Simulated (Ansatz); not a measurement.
Q: Name a neutral molecule of C, O, Si and H with LUMO energy (PBE/def2-TZVPP) between -0.55 and -0.25 eV and HOMO energy (B3LYP/def2-TZVPP) between -8.35 and -8.05 eV (Ansatz, PBE0-D4/def2-TZVP geometry).

A: `CO[SiH2]O[SiH](O)O` (-0.51 eV, -8.34 eV); `C[SiH](O)O[Si](C)(O)O` (-0.27 eV, -8.15 eV). Other molecules can fit too; these were computed, each in one conformer that needn't be the lowest.

B3LYP here is the variant with VWN-RPA as its local correlation; programs differ in this.
